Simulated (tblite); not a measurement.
C2H11BO2Si2.
Structure used (GFN2-xTB), in Å, numbered top down from 1:
```
atom  x, y, z in Å
C1    -2.1830    1.0759   -0.1257
C2    -1.5624   -0.2123    0.4118
Si3   -0.8027   -1.2991   -0.9593
O4     0.1887   -0.4116   -1.8851
B5     1.3022    0.3118   -1.9950
O6     2.2094    0.4087   -1.0264
Si7    2.7203    0.0435    0.4602
H8    -1.4406    1.6591   -0.6673
H9    -3.0006    0.8532   -0.8082
H10   -2.5745    1.6893    0.6852
H11   -2.3252   -0.7754    0.9521
H12   -0.7965    0.0496    1.1467
H13   -0.0795   -2.4296   -0.3653
H14   -1.8037   -1.7407   -1.9322
H15    1.4966    0.8957   -3.0018
H16    1.8298   -0.8768    1.1750
H17    2.7825    1.3337    1.1469
H18    4.0306   -0.5687    0.2472
```

Method: GFN2-xTB as coded in tblite; computed harmonic values from a numerical Hessian at the method's own geometry, unscaled. Errors from tens to a few hundred cm⁻¹ against measured bands are possible. Modes of hydrogen on boron and silicon can be 10 to 20 % off. One conformer, not necessarily the lowest. The optimisation stopped once no atom felt more than 0.01 eV/Å.

Lowest wavenumbers of the output (negative numbers stand for imaginary wavenumbers):
```
mode    cm-1
  1     -24.3
  2      39.5
  3      62.8
  4      75.5
  5      98.9
  6     129.8
  7     161.8
  8     219.2
  9     230.4
 10     308.8
 11     482.7
 12     511.0
 13     608.6
 14     625.3
 15     636.0
```

Is this structure a minimum?

Not by this Hessian. 1 mode is imaginary beyond 20i (24i cm⁻¹), so at this level the point lies at or near a first-order saddle. The curvature is small, so loose convergence or finite differences may be the whole cause.

Which atoms move in the imaginary mode?

24i: H17 (Si–H hydrogen) 19 %, C1 (methyl carbon) 18 %, Si7 (oxygen-bound silicon) 15 %, H18 (Si–H hydrogen) 14 %. These are shares of the mass-weighted motion.

What is the remedy?

Step along that mode in both directions, optimise again with tighter thresholds and repeat the frequencies. The zero-point energy of this point (79.6 kcal/mol) counts the 47 real modes alone, and thermal corrections from it aren't those of a minimum.
